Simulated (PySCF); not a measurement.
C5H8NO2 (charge -1).
Numbering: `[CH3:1][N:2]([CH3:3])/[C:4]([O-:5])=[CH:6]/[CH:7]=[O:8]` (hydrogens: H9, H10, H11 on C1; H12, H13, H14 on C3; H15 on C6; H16 on C7)

Cartesian coordinates in Å at the PBE0-D3(BJ)/def2-SVP level; atoms count from 1:
```
atom  x, y, z in Å
C1    -1.1512    1.2323    0.8279
N2    -0.9751    0.0429    0.0574
C3    -2.0036   -0.9435    0.1598
C4     0.2930   -0.3750   -0.4436
O5     0.3354   -1.4725   -1.0214
C6     1.3956    0.5061   -0.2381
C7     2.6775    0.2164   -0.7561
O8     3.7133    0.8853   -0.6392
H9    -0.6079    2.0754    0.3771
H10   -0.8100    1.1446    1.8839
H11   -2.2221    1.5017    0.8508
H12   -1.6825   -1.7983   -0.4515
H13   -2.9763   -0.5651   -0.2129
H14   -2.1672   -1.2965    1.2033
H15    1.3027    1.4262    0.3417
H16    2.7039   -0.7478   -1.3352
```

Computed, not measured: PBE0-D3(BJ)/def2-SVP geometry optimisation, gas phase in PySCF.

Take the most abundant isotopes and a rigid rotor. The values belong to one conformer with, in the numbering `[CH3:1][N:2]([CH3:3])/[C:4]([O-:5])=[CH:6]/[CH:7]=[O:8]`, C4–C6–C7–O8 -179°.

Problem. Give the principal moments of inertia and the rotational constants in MHz.

Solution. Ia = 112.34, Ib = 442.69, Ic = 547.10 u·Å²; 505379 MHz·u·Å²/I gives A = 4499, B = 1142, C = 923.7 MHz.

Problem. Classify the top.

Solution. An asymmetric top; Ray's κ = -0.878.

Problem. Is it planar, by Δ = Ic − Ia − Ib?

Solution. Not planar: Δ = Ic − Ia − Ib = -7.93 u·Å². For a rigid frame Δ = −2 Σ m c², so Σ m c² = 3.96 u·Å² lies off the ab plane: 3.33 from hydrogen and 0.63 from heavier atoms. The atom farthest from that plane is 1.17 Å away.

Problem. Give the other two planar moments, Paa and Pbb, and the rms extents of the mass along the axes.

Solution. Paa = Σ m a² = (Ib + Ic − Ia)/2 = 438.72 and Pbb = Σ m b² = (Ia + Ic − Ib)/2 = 108.37 u·Å². With the mass M = 114.06 u, the rms extents √(P/M) along a, b and c are 1.96, 0.97, 0.19 Å.

Problem. Which lines would a microwave search look for?

Solution. The dipole components (about the centre of mass, as the species is charged) are |μa| = 6.72 D, |μb| = 2.05 D, |μc| = 0.03 D. The squared components, which scale the intensities, stand as 1.00 : 0.09 : 0.00 (a : b : c). Some lines, for components of 0.1 D or more:

| type | branch | J(Ka,Kc) | MHz | lower level (cm⁻¹) |
| --- | --- | --- | --- | --- |
| a | Q | 2(1,1) ← 2(1,2) | 654 | 0.311 |
| b | R | 2(0,2) ← 1(1,1) | 763 | 0.181 |
| a | R | 1(0,1) ← 0(0,0) | 2065 | 0.000 |
| b | Q | 2(1,1) ← 2(0,2) | 3803 | 0.206 |
| a | R | 2(1,2) ← 1(1,1) | 3913 | 0.181 |
| a | R | 2(0,2) ← 1(0,1) | 4120 | 0.069 |
| b | Q | 3(1,2) ← 3(0,3) | 4164 | 0.412 |
| a | R | 2(1,1) ← 1(1,0) | 4349 | 0.188 |
| b | Q | 4(1,3) ← 4(0,4) | 4680 | 0.684 |
| b | R | 1(1,1) ← 0(0,0) | 5422 | 0.000 |
| a | R | 3(1,3) ← 2(1,2) | 5863 | 0.311 |
| a | R | 3(1,2) ← 2(1,1) | 6516 | 0.333 |
| b | R | 2(1,2) ← 1(0,1) | 7270 | 0.069 |
| a | R | 4(0,4) ← 3(0,3) | 8160 | 0.412 |
| a | R | 4(2,3) ← 3(2,2) | 8253 | 0.876 |
| a | R | 4(3,2) ← 3(3,1) | 8281 | 1.454 |
| b | Q | 4(2,2) ← 4(1,3) | 9481 | 0.840 |
| b | Q | 3(2,1) ← 3(1,2) | 9802 | 0.551 |
| b | R | 4(1,4) ← 3(0,3) | 10663 | 0.412 |
| b | R | 3(2,1) ← 2(1,2) | 16972 | 0.311 |
| b | Q | 4(3,1) ← 4(2,2) | 17214 | 1.156 |
| b | Q | 4(3,2) ← 4(2,3) | 17364 | 1.151 |
| b | R | 4(2,2) ← 3(1,3) | 19464 | 0.507 |
| b | R | 4(3,2) ← 3(2,1) | 25566 | 0.878 |
| b | R | 4(4,1) ← 3(3,0) | 32525 | 1.454 |

Problem. Estimate the classical rotational partition function at 50 K, 100 K and 298.15 K.

Solution. Point group C1, symmetry number σ = 1; q = (√π/σ)·√((kT/h)³/(ABC)), k/h = 20836.6 MHz/K: 27400 at 50 K, 77400 at 100 K, 398000 at 298.15 K.

Whether it is a minimum is left open (no frequencies). These are rigid-rotor constants of the computed structure; measured ground-state constants (B0) also hold zero-point vibration. A rigid rotor knows nothing of internal rotation, which can split or shift real lines. Quadrupole hyperfine structure (14N) is left out.
